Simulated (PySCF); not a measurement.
Compound: C7H4O2.
InChI=1S/C7H4O2/c1-2-6-4-3-5-9-7(6)8/h1,3-5H

The calculation used wB97X-D/def2-SVPD in PySCF (dipole) on a GFN2-xTB geometry, gas phase.

Masses are those of the commonest isotopes; rigid-rotor values at the optimised geometry. 

(1) What are A, B and C (MHz)?

(2) What kind of rotor is it?

(3) Is it planar, by Δ = Ic − Ia − Ib?

(4) Where do the levels up to J = 4 lie, in MHz?

(5) Which types of transition are allowed, and where do some lines up to J = 5 fall?

(6) Estimate the classical rotational partition function at 10 K, 25 K and 50 K.

Answers

(1) Ia = 158.55, Ib = 330.11, Ic = 488.66 u·Å²; 505379 MHz·u·Å²/I gives A = 3187, B = 1531, C = 1034 MHz.

(2) An asymmetric top: κ = (2 × 1531 − 3187 − 1034)/(3187 − 1034) = -0.54.

(3) Planar: Δ = Ic − Ia − Ib = 0.00 u·Å². For a rigid frame Δ = −2 Σ m c², so it vanishes when all atoms lie in the ab plane; here none is more than 0.01 Å from it.

(4) Above 0(0,0):
J = 1: 1(0,1) 2565, 1(1,1) 4222, 1(1,0) 4718
J = 2: 2(0,2) 7600, 2(1,2) 8855, 2(1,1) 10346, 2(2,1) 15315, 2(2,0) 15411
J = 3: 3(0,3) 14933, 3(1,3) 15751, 3(1,2) 18719, 3(2,2) 23011, 3(2,1) 23469, 3(3,1) 32590, 3(3,0) 32602
J = 4: 4(0,4) 24393, 4(1,4) 24856, 4(1,3) 29743, 4(2,3) 33196, 4(2,2) 34453, 4(3,2) 43012, 4(3,1) 43093, 4(4,1) 56205, 4(4,0) 56206
The levels of one J sum to (2J + 1)J(J + 1)(A + B + C)/3.

(5) The dipole components are |μa| = 2.10 D, |μb| = 4.34 D, |μc| = 0.00 D; the mirror of this Cs structure is the ab plane, so μc vanishes by symmetry and there are no c-type lines. The squared components, which scale the intensities, stand as 0.23 : 1.00 (a : b). Some lines, for components of 0.1 D or more:

| type | branch | J(Ka,Kc) | MHz | lower level (cm⁻¹) |
| --- | --- | --- | --- | --- |
| a | Q | 1(1,0) ← 1(1,1) | 497 | 0.141 |
| a | Q | 4(2,2) ← 4(2,3) | 1257 | 1.107 |
| b | Q | 2(1,1) ← 2(0,2) | 2746 | 0.253 |
| b | R | 2(1,2) ← 1(0,1) | 6290 | 0.086 |
| b | Q | 2(2,1) ← 2(1,2) | 6460 | 0.295 |
| b | R | 4(1,3) ← 3(2,2) | 6732 | 0.768 |
| a | R | 4(1,4) ← 3(1,3) | 9106 | 0.525 |
| b | R | 4(1,4) ← 3(0,3) | 9923 | 0.498 |
| b | Q | 5(4,1) ← 5(3,2) | 12881 | 1.880 |
| b | R | 4(3,2) ← 3(2,1) | 19543 | 0.783 |

(6) Point group Cs, symmetry number σ = 1; q = (√π/σ)·√((kT/h)³/(ABC)), k/h = 20836.6 MHz/K: 2370 at 10 K, 9380 at 25 K, 26500 at 50 K.

Whether it is a minimum is left open (no frequencies). No vibrational averaging or centrifugal distortion is included, and the geometry carries the error of its method.

The run took 31 s on one thread of an x86-64 server, no GPU, shared host. This is the wB97X-D/def2-SVPD job that gave the dipole, with the excitations it also computed.
